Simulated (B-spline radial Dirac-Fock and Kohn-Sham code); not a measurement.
**Tm³⁺: eigenvalues, ΔSCF and the reference**

System: Tm³⁺ in the configuration [Xe] 4f10 5d2 (not the ground configuration).

The density-functional columns are spherical, spin-unpolarised Dirac-Kohn-Sham results without Breit or QED terms: −ε is minus the orbital energy of the initial state and ΔSCF the difference of two total energies. The reference in the last column comes from multi-electron Dirac-Fock with separately optimised hole states, Breit and Lamb-shift corrections added in first order. All numbers are from a B-spline atomic structure program, in eV; a selection of levels is shown. The Kohn-Sham columns are given as differences from the reference. For the 1s level of heavy atoms much of the gap between ΔSCF and the reference is the Breit and QED part, -276.6 eV here; for other levels the error of the functional can be larger.

| level | PBE −ε − DF | PBE ΔSCF − DF | Dirac-Fock |
| --- | --- | --- | --- |
| K (1s) | -189.2 | +318.0 | 59441.8 |
| L1 (2s) | -145.2 | -52.8 | 10179.6 |
| L2 (2p1/2) | -106.9 | +11.4 | 9674.3 |
| L3 (2p3/2) | -118.0 | -14.0 | 8705.6 |
| M1 (3s) | -75.7 | -47.8 | 2373.5 |
| M2 (3p1/2) | -60.7 | -31.0 | 2152.8 |
| M3 (3p3/2) | -60.1 | -32.7 | 1945.4 |
| M4 (3d3/2) | -39.8 | -7.2 | 1573.7 |
| M5 (3d5/2) | -40.8 | -9.0 | 1529.5 |
| N1 (4s) | -38.8 | -25.4 | 533.4 |
| N2 (4p1/2) | -31.8 | -18.6 | 443.5 |
| N3 (4p3/2) | -31.8 | -19.0 | 396.2 |
| N4 (4d3/2) | -19.6 | -7.1 | 247.3 |
| N5 (4d5/2) | -19.6 | -7.3 | 238.7 |
| N6,7 (4f) | -8.0 | +3.2 | 59.34 |
| O1 (5s) | -11.5 | -3.4 | 103.9 |
| O2 (5p1/2) | -6.9 | +0.7 | 75.06 |
| O3 (5p3/2) | -6.8 | +0.5 | 67.96 |
| O4,5 (5d) | -4.7 | +1.0 | 33.55 |

Values without a named source are computed, but for edge energies of neutral atoms, which are taken from tables.
